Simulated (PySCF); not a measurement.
A calculated (LDA, PySCF 2.14, x2c-QZVPPall, the spin-free X2C one-electron Hamiltonian (Gaussian nucleus)) atom or ion has these occupied shells.

```csv
shell,electrons,orbital energy (eV),"rms radius, mean of both spins (bohr)"
1s α,1,-382.29,0.269
1s β,1,-380.23,0.269
2s α,1,-20.458,1.43
2p α,3,-9.091,1.68
2p β,1,-5.088,1.68
```

(1) Name the element and its charge.

## Answers

(1) N (nitrogen, neutral), in [He] 2s1 2p4, high-spin 4P determinant (an excited configuration).
